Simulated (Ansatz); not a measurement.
```yaml
crystal:
  periodic: [false, false, false]
  atoms:
    - {symbol: Mn, position_ang: [-0.586991, 0.707445, -0.522065]}
    - {symbol: O, position_ang: [0.842047, -0.076786, 0.019501]}
    - {symbol: O, position_ang: [-0.255056, -0.630659, 0.502565]}
basis:
  gaussian: {orbitals: def2-TZVP, initial_orbitals: start.molden}
total_charge: 1
hamiltonian: {xc: pbe}
correlation: {method: rpa}
scf: {omitted_lower_state_checks: [starts]}
```

The file start.molden holds the orbitals of an earlier run on this structure, at another level or in another basis.

```sh
$ ansatz run in.yaml --threads 4 --pin off --events-out ev --progress --plain --max-ram 3916MiB
```

Shortened log:

```
Functional definition: PBE
838 factors; integrals over basis functions are off by at most 1.1e-3 eV
mean field evaluation 1: about -35392.7419 eV, gradient 1.1e1 eV
mean field evaluation 2: about -35392.9566 eV, gradient 4.8e-1 eV
mean field evaluation 4: about -35392.9517 eV, gradient 1.7e-3 eV
mean field evaluation 8: about -35392.9517 eV, gradient 5.4e-6 eV
mean field -35392.95168998 eV, -1300.6669844026 hartree, gradient 5.4e-6 eV, S^2 0.000000; 0 other end points of the search recorded, 0 dependent functions left out; unrestricted orbitals would lower it
mean field evaluation 16: about -35346.7266 eV, gradient 1.4e1 eV
mean field evaluation 32: about -35350.1246 eV, gradient 1.6e-3 eV
7 core orbitals not correlated: weight in the atoms' cores, before any rotation towards them, 1.000 or more for the frozen orbitals, at most 0.000 for the correlated occupied ones
reference -35343.11309791 eV, -1298.8354499256 hartree; 13, 13 occupied and 87, 87 virtual orbitals, 838 factors
Error: the energy between an occupied orbital and the lowest state that it is excited into in its spin channel is -0.0329 eV and must be positive: a state without a gap has no random-phase energy
```

Q: Can the result of this run be used?

A: No. The run stopped with an error. The reference has no gap: an occupied orbital lies above an empty one, and the correlation energy can't be formed.
